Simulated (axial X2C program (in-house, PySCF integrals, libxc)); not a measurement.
# A run on NbC without results

A two-component calculation with an axial X2C code built on PySCF integrals.

Input and command:
```json
{"zs": [41, 6], "q": 0, "bas": ["dyall-acv3z", "dyall-av3z"], "r0": 1.92, "eom": "ea", "thr": -2.0, "nmax": 92, "grid": [1, 0.96, 1.045, 0.92, 1.09, 1.15]}
```
```bash
python soeom.py task.json out
```

Keys: zs atomic numbers; q charge; bas basis sets; r0 starting distance in Å; eom kind of EOM run; thr threshold in hartree for freezing inner shells (an s shell follows its p shell); nmax most natural virtual spinors; grid distances as factors.

Outcome:

The PBE0 distance search ended without bracketing a minimum (an unconverged step or the end of its range); this says nothing on whether the molecule is bound.
